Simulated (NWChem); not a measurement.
System: PbS, singlet; SMILES [S]=[Pb]

Input file for NWChem:

```
start job
memory heap 200 mb stack 900 mb global 1100 mb
geometry units angstroms noautoz
  Pb     0.000000     0.000000    -0.377492
  S      0.000000     0.000000     1.930613
end
basis spherical
  Pb library def2-svp
  S library def2-svp
end
ecp
  Pb library def2-ecp
end
dft
  xc pbe0
  iterations 200
  convergence diis 20
end
task dft gradient
```

Parts of the log:

```
             Northwest Computational Chemistry Package (NWChem) 7.3.0
             --------------------------------------------------------

 ORDER OF PRIMARY AXIS IS BEING SET TO 4
 C4V symmetry detected

                             Geometry "geometry" -> ""
                             -------------------------

 Output coordinates in angstroms (scale by  1.889725989 to convert to a.u.)

  No.       Tag          Charge          X              Y              Z
 ---- ---------------- ---------- -------------- -------------- --------------
    1 Pb                  82.0000     0.00000000     0.00000000    -0.37683347
    2 S                   16.0000     0.00000000     0.00000000     1.93127153

 Effective nuclear repulsion energy (a.u.)     300.8011120324

      Symmetry information
      --------------------

 Group name             C4v
 Group number             18
 Group order               8
 No. of unique centers     2

                                 NWChem DFT Module
                                 -----------------

 Summary of "ao basis" -> "ao basis" (spherical)
 ------------------------------------------------------------------------------
       Tag                 Description            Shells   Functions and Types
 ---------------- ------------------------------  ------  ---------------------
 Pb                         def2-svp                10       26   4s4p2d
 S                          def2-svp                 8       18   4s3p1d

      Symmetry analysis of basis
      --------------------------

        a1         18
        a2          0
        b1          3
        b2          3
        e          20

            General Information
            -------------------
          SCF calculation type: DFT
          Wavefunction type:  closed shell.
          No. of atoms     :     2
          No. of electrons :    38
           Alpha electrons :    19
            Beta electrons :    19
          Charge           :     0
          Spin multiplicity:     1
          Use of symmetry is: on ; symmetry adaption is: on
          Maximum number of iterations: 200
          AO basis - number of functions:    44
                     number of shells:    18
          Convergence on energy requested:  1.00D-06
          Convergence on density requested:  1.00D-05
          Convergence on gradient requested:  5.00D-04

              XC Information
              --------------
                         PBE0 Method XC Functional
                     Hartree-Fock (Exact) Exchange  0.250
          PerdewBurkeErnzerhof Exchange Functional  0.750
            Perdew 1991 LDA Correlation Functional  1.000 local
           PerdewBurkeErnz. Correlation Functional  1.000 non-local

             Grid Information
             ----------------
          Grid used for XC integration:  medium
          Radial quadrature: Mura-Knowles
          Angular quadrature: Lebedev.
          Tag              B.-S. Rad. Rad. Pts. Rad. Cut. Ang. Pts.
          ---              ---------- --------- --------- ---------
          Pb                  1.80      123           8.0       590
          S                   1.00       88           9.0       590
          Grid pruning is: on
          Number of quadrature shells:   211
          Spatial weights used:  Erf1

      Superposition of Atomic Density Guess
      -------------------------------------

 Sum of atomic energies:        -616.70741173

      Non-variational initial energy
      ------------------------------

 Total energy =    -589.168558
 1-e energy   =   -1046.204741
 2-e energy   =     376.333446
 HOMO         =      -0.284205
 LUMO         =      -0.040602

      Symmetry analysis of molecular orbitals - initial
      -------------------------------------------------

 !! scf_movecs_sym_adapt:    6 vectors were symmetry contaminated

  Symmetry fudging

 !! scf_movecs_sym_adapt:    6 vectors were symmetry contaminated

  Numbering of irreducible representations:

     1 a1          2 a2          3 b1          4 b2          5 e

  Orbital symmetries:

     1 a1          2 a1          3 a1          4 e           5 e
     6 a1          7 a1          8 e           9 e          10 a1
    11 e          12 e          13 b1         14 b2         15 a1
    16 a1         17 e          18 e          19 a1         20 e
    21 e          22 a1         23 a1         24 e          25 e
    26 a1         27 b1         28 b2         29 e

   convergence    iter        energy       DeltaE   RMS-Dens  Diis-err
 ---------------- ----- ----------------- --------- --------- ---------
 d= 0,ls=0.0,diis     1   -590.7218249361 -6.71D+02  6.86D-02  4.50D-01
 d= 0,ls=0.0,diis     2   -589.2558543387  1.47D+00  5.12D-02  6.25D+00
 d= 0,ls=0.0,diis     3   -590.8333343122 -1.58D+00  3.35D-03  1.01D-02
 d= 0,ls=0.0,diis     4   -590.8346650001 -1.33D-03  1.16D-03  2.40D-03
 d= 0,ls=0.0,diis     5   -590.8350518695 -3.87D-04  1.86D-04  6.36D-05
 d= 0,ls=0.0,diis     6   -590.8350637113 -1.18D-05  6.41D-05  6.14D-06
 d= 0,ls=0.0,diis     7   -590.8350650453 -1.33D-06  8.01D-06  1.07D-07
 d= 0,ls=0.0,diis     8   -590.8350650655 -2.03D-08  7.74D-07  7.34D-10

         Total DFT energy =     -590.835065065543
      One electron energy =    -1047.419927520107
           Coulomb energy =      417.473899005019
    Exchange-Corr. energy =      -41.591773925008
 Nuclear repulsion energy =       80.702737374553

 Numeric. integr. density =       37.999999974688

                  Occupations of the irreducible representations
                  ----------------------------------------------

                     irrep           alpha         beta
                     --------     --------     --------
                     a1                9.0          9.0
                     a2                0.0          0.0
                     b1                1.0          1.0
                     b2                1.0          1.0
                     e                 8.0          8.0

                       DFT Final Molecular Orbital Analysis
                       ------------------------------------

 Vector   17  Occ=2.000000D+00  E=-2.638321D-01  Symmetry=a1
              MO Center= -1.1D-16, -1.8D-16,  8.3D-01, r^2= 3.9D+00
   Bfn.  Coefficient  Atom+Function         Bfn.  Coefficient  Atom+Function
  ----- ------------  ---------------      ----- ------------  ---------------
    39      0.472739  2 S  pz                13     -0.398436  1 Pb pz
    36      0.362912  2 S  pz                 4      0.230969  1 Pb s
    33      0.208965  2 S  pz                 3      0.204540  1 Pb s
    16     -0.171357  1 Pb pz                 1     -0.148779  1 Pb s
    10      0.145718  1 Pb pz                30      0.144563  2 S  s

 Vector   18  Occ=2.000000D+00  E=-2.528541D-01  Symmetry=e
              MO Center= -3.2D-16, -2.3D-16,  1.4D+00, r^2= 2.4D+00
   Bfn.  Coefficient  Atom+Function         Bfn.  Coefficient  Atom+Function
  ----- ------------  ---------------      ----- ------------  ---------------
    38      0.552094  2 S  py                35      0.387975  2 S  py
    12      0.251831  1 Pb py                32      0.224061  2 S  py
    15      0.199134  1 Pb py                 9     -0.090309  1 Pb py
    18     -0.090600  1 Pb d -1               6     -0.088417  1 Pb py
    23      0.049999  1 Pb d -1              37      0.041186  2 S  px

 Vector   19  Occ=2.000000D+00  E=-2.528541D-01  Symmetry=e
              MO Center= -1.9D-15, -1.0D-15,  1.4D+00, r^2= 2.4D+00
   Bfn.  Coefficient  Atom+Function         Bfn.  Coefficient  Atom+Function
  ----- ------------  ---------------      ----- ------------  ---------------
    37      0.552094  2 S  px                34      0.387975  2 S  px
    11      0.251831  1 Pb px                31      0.224061  2 S  px
    14      0.199134  1 Pb px                 8     -0.090309  1 Pb px
    20      0.090600  1 Pb d  1               5     -0.088417  1 Pb px
    25     -0.049999  1 Pb d  1              38     -0.041186  2 S  py

 Vector   20  Occ=0.000000D+00  E=-8.570583D-02  Symmetry=e
              MO Center=  4.7D-16, -3.4D-16,  3.5D-03, r^2= 4.2D+00
   Bfn.  Coefficient  Atom+Function         Bfn.  Coefficient  Atom+Function
  ----- ------------  ---------------      ----- ------------  ---------------
    15      0.564867  1 Pb py                12      0.521235  1 Pb py
    38     -0.422353  2 S  py                35     -0.224114  2 S  py
     9     -0.176699  1 Pb py                 6     -0.171504  1 Pb py
    32     -0.130536  2 S  py                18      0.057687  1 Pb d -1
    23     -0.036362  1 Pb d -1              14      0.032062  1 Pb px

 Vector   21  Occ=0.000000D+00  E=-8.570583D-02  Symmetry=e
              MO Center=  2.2D-16, -1.9D-17,  3.5D-03, r^2= 4.2D+00
   Bfn.  Coefficient  Atom+Function         Bfn.  Coefficient  Atom+Function
  ----- ------------  ---------------      ----- ------------  ---------------
    14      0.564867  1 Pb px                11      0.521235  1 Pb px
    37     -0.422353  2 S  px                34     -0.224114  2 S  px
     8     -0.176699  1 Pb px                 5     -0.171504  1 Pb px
    31     -0.130536  2 S  px                20     -0.057687  1 Pb d  1
    25      0.036362  1 Pb d  1              15     -0.032062  1 Pb py

[...]

                         DFT ENERGY GRADIENTS

    atom               coordinates                        gradient
                 x          y          z           x          y          z
   1 Pb      0.000000   0.000000  -0.712112    0.000000   0.000000   0.000006
   2 S       0.000000   0.000000   3.649574    0.000000   0.000000  -0.000006
```

Level: PBE0/def2-SVP with def2 effective core potentials on Pb. Low-valent species are run as closed-shell singlets; no triplet was tried in these runs. The geometry was optimised at PBE0/def2-SVP. def2 effective core potentials on Pb; no spin-orbit coupling.
